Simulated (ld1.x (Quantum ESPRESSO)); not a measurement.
Co (Z = 27): one change to a TM potential, before and after

```
Element                 : cobalt
Generator               : ld1.x (Quantum ESPRESSO) 7.5
Type                    : norm-conserving Troullier–Martins (Kleinman–Bylander form)
Functional              : LDA (PZ)
Relativity              : scalar-relativistic
Frozen core             : [Ne] 3s2
Valence charge          : 15
Reference configuration : 3p6 3d7 4s2 4p0
Partial waves           : 4s (bound): rc 1.60 bohr; 3p (bound): rc 1.20 bohr; 3d (bound): rc 1.70 bohr
Local potential         : all-electron potential smoothed inside 1.00 bohr (lloc = -1)
Core correction         : none
```

Change: wave 4s (bound): rc 1.60 bohr becomes 4s (bound): rc 1.40 bohr.

Cutoffs: the cutoffs (Ry, on a coarse ladder) from which the occupation-weighted sum of valence levels, in a spherical-Bessel basis at the reference potential, stays within 10 and 1 mRy of its value at 400 Ry; they do not see the model core or the augmentation charge, which bear on the density cutoff. Errors are all-electron minus pseudo energies relative to the spin-unpolarised reference configuration.

Q: How do hardness, ghosts and transferability respond?

A: The potential gets neither clearly harder nor softer (100 Ry and 160 Ry → 100 Ry and 180 Ry); both files keep a bound ghost (s); of the 9 tests that both files solve, the error grows in 2 and shrinks in 4 by more than 15 % and 0.3 meV (median size 15.9 → 3.6 meV); the range in which the s phases agree widens (upper end 1.0 → at the end of the scan).

| quantity | base | changed |
| --- | --- | --- |
| cutoff, loose | 100 Ry | 100 Ry |
| cutoff, tight | 160 Ry | 180 Ry |
| loose cutoff by channel (10 mRy a level) | s 21 Ry, p 70 Ry, d 80 Ry | s 45 Ry, p 70 Ry, d 80 Ry |
| bound ghosts | s | s |
| error for 3p6 3d7 4s1 4p0, meV [ΔE 9.30 eV] | -0.4 | +1.4 |
| error for 3p6 3d7 4s0 4p0, meV [ΔE 26.38 eV] | -4.6 | +12 |
| error for 3p6 3d6 4s0 4p0, meV [ΔE 62.57 eV] | +37 | -2.8 |
| error for 3p6 3d7 4s1.5 4p0, meV [ΔE 3.72 eV] | -0.2 | +0.1 |
| error for 3p6 3d7 4s0 4p1, meV [ΔE 14.75 eV] | -16 | -2.0 |
| error for 3p6 3d7 4s1 4p1, meV [ΔE 4.43 eV] | -6.2 | -3.6 |
| error for 3p6 3d6 4s2 4p1, meV [ΔE 9.77 eV] | +36 | +23 |
| error for 3p6 3d7 4s2 4p0 (spin-polarised), meV [ΔE -1.98 eV] | +353 | +353 |
| error for 3p6 3d7 4s1 4p0 (spin-polarised), meV [ΔE 6.72 eV] | +354 | +347 |
| s: phases at 1.84 bohr within 0.05 rad from the reference energy up to (Ry; the scan ends near 5) | 1.0 | to the end of the scan |
| p: phases at 1.84 bohr within 0.05 rad from the reference energy up to (Ry; the scan ends near 5) | to the end of the scan | to the end of the scan |
| d: phases at 1.84 bohr within 0.05 rad from the reference energy up to (Ry; the scan ends near 5) | 2.3 | 2.3 |

 A true bound ghost makes a file unfit for plane-wave use even where its test errors are small: the radial tests pick states by their node count and pass the ghost by.
